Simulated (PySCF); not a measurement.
Atom-mapped SMILES (the numbers label the heavy atoms): `[NH2:1][CH2:2][c:3]1[cH:4][cH:5][c:6]([F:7])[cH:8][cH:9]1` (H(Xn): hydrogen on atom n).

[PySCF 2.14.0 with density-fitted response routines: GIAO PBE0/pcSseg-1 shieldings; structure optimised with GFN2-xTB; non-relativistic; gas phase; equivalent nuclei averaged; one computed conformer]

Predict the 2D correlation tables (HSQC, COSY, HMBC).

## Answers



HSQC (one-bond C–H):
| δH | δC |
| --- | --- |
| 7.46 (H(C4)/H(C9)) | 134.2 (C4/C9) |
| 7.34 (H(C5)/H(C8)) | 122.1 (C5/C8) |
| 3.79 (H(C2)) | 53.7 (C2) |

COSY cross peaks (H two or three bonds apart, from the bond graph; peaks can be absent where the dihedral angle is near 90°):
| δH | δH |
| --- | --- |
| 7.46 (H(C4)/H(C9)) | 7.34 (H(C5)/H(C8)) |

HMBC (two and three bonds, from the bond graph):
| δH | δC |
| --- | --- |
| 7.46 (H(C4)/H(C9)) | 171.7 (C6), 149.0 (C3), 134.2 (C4/C9), 122.1 (C5/C8), 53.7 (C2) |
| 7.34 (H(C5)/H(C8)) | 171.7 (C6), 149.0 (C3), 134.2 (C4/C9), 122.1 (C5/C8) |
| 3.79 (H(C2)) | 149.0 (C3), 134.2 (C4/C9) |

Shifts are taken against calculated references (same method and geometry level): TMS for ¹H (σ = 31.72 ppm), ¹³C (σ = 186.93 ppm).

Short H···H contacts in this conformer between protons four or more bonds apart (candidates for NOE cross peaks, intensity ∝ r⁻⁶): H(C2)···H(C4) 2.46 Å.

OH and NH positions are those of a molecule without intermolecular hydrogen bonds; in solution they move with solvent, concentration and temperature, and exchange usually removes their couplings. Shifts are as computed. Against solution values, carbons near 30 ppm lie about +3 ppm off and those near 130 ppm about +5 ppm. Of 1211 compounds with measured shifts, 218 miss one by over three times the rms of a fit or turn the order of signals round; such compounds aren't used in these exercises.
